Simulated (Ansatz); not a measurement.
Abstraction of Br: GeH2Br2 + C2H5Si → GeH2Br + C2H5BrSi

Species: GeH2Br2 `[Br][GeH2][Br]`, singlet; C2H5Si `C=C[SiH2]`, doublet; GeH2Br `[GeH2][Br]`, doublet; C2H5BrSi `C=C[SiH2]Br`, singlet. A radical takes Br: the energy is the difference in strength between the Ge–Br bond broken and the Si–Br bond made.

Shapes, held fixed at every level: PBE0-D4/def2-TZVP. Flexible molecules stand in one conformer, not always the lowest. Programs: Ansatz 0.2.0. The zero-point and thermal change to 298 K, harmonic and unscaled (PBE0-D4/def2-TZVP), is +1.5 kJ/mol.

```tsv
level	kind	ΔH(298 K) (kJ/mol)	CPU time (sum over the molecules)
HF/def2-SVP	Hartree–Fock	-33.5	–
HF/def2-TZVPP	Hartree–Fock	-38.8	–
SPW92/def2-TZVPP	LDA	-38.7	15 s
PBE-D4/def2-TZVPP	GGA	-37.8	30 s
B3LYP-D4/def2-TZVPP	global hybrid	-43.2	56 s
PBE0-D4/def2-TZVPP	global hybrid	-39.5	40 s
wB97M-V/def2-TZVPP	range-separated hybrid	-54.2	2.5 min
B2PLYP/def2-TZVPP	double hybrid	-44.9	66 s
```

B2PLYP/def2-TZVPP gives ΔH(298 K) = -44.9 kJ/mol; the levels span -54.2 to -33.5. The median of the levels is -39.1. No measured value is set beside it here. Spin contamination: C2H5Si (⟨S²⟩ up to 0.90). Open shells run unrestricted. Relativity is left out for Br, Ge. Outer-core shells of Br, Ge are correlated, in sets that cover them unevenly. Times are processor times on shared x86 and Arm servers, and rough.
